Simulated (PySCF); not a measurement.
`C[Se]C(=O)/C=C\C=C\[O-]`, [C$_{6}$H$_{7}$O$_{2}$Se]-, charge -1

Geometry:
```csv
atom,x (Å),y (Å),z (Å)
C1,3.325,-0.019,-0.132
Se2,2.102,-0.544,1.271
C3,0.447,0.155,0.318
O4,0.591,0.673,-0.772
C5,-0.710,-0.068,1.095
C6,-2.005,0.305,0.708
C7,-2.462,0.936,-0.435
C8,-3.856,1.208,-0.586
O9,-4.428,1.754,-1.522
H10,2.672,0.447,-0.893
H11,3.841,-0.891,-0.558
H12,4.061,0.710,0.234
H13,-0.570,-0.564,2.058
H14,-2.791,0.054,1.438
H15,-1.769,1.230,-1.226
H16,-4.465,0.853,0.302
```

Total charge -1.

Computed with quadratic response CAM-B3LYP/aug-cc-pVDZ first hyperpolarisability, Taylor convention, gas phase (PySCF). Geometry: PBE0-D3(BJ)/def2-SVP.

The calculation is non-relativistic, which matters for the atoms heavier than Zn. For a gas-phase anion, states above the detachment energy (about 2.7 eV, taken as minus the energy of the highest occupied orbital) lie in the continuum and depend on the basis.

**Question.** What is the first hyperpolarisability, and how does it disperse?

**Answer.** In 10⁻³⁰ esu, Taylor convention; the vector part is βᵢ = ⅓ Σⱼ (βᵢⱼⱼ + βⱼᵢⱼ + βⱼⱼᵢ):
```
                   process  λ (nm)  β vector norm  β HRS  depolarisation ratio
           static β(0;0,0)       ∞           5.33   2.89                  2.78
second harmonic β(−2ω;ω,ω)    1907           5.93   3.24                  2.77
         Pockels β(−ω;ω,0)    1907           5.51      –                     –
second harmonic β(−2ω;ω,ω)    1064           8.19   4.43                  2.83
         Pockels β(−ω;ω,0)    1064           5.98      –                     –
```

**Question.** Which lowest excitations and polarisabilities go with it?

**Answer.** S1 3.67 eV (f = 0.000); S2 3.81 eV (f = 0.004); S3 3.94 eV (f = 0.878); isotropic α 153.0 au static, 154.7 au at 1907 nm, 158.5 au at 1064 nm, 160.0 au at 953.5 nm, 181.9 au at 532 nm.
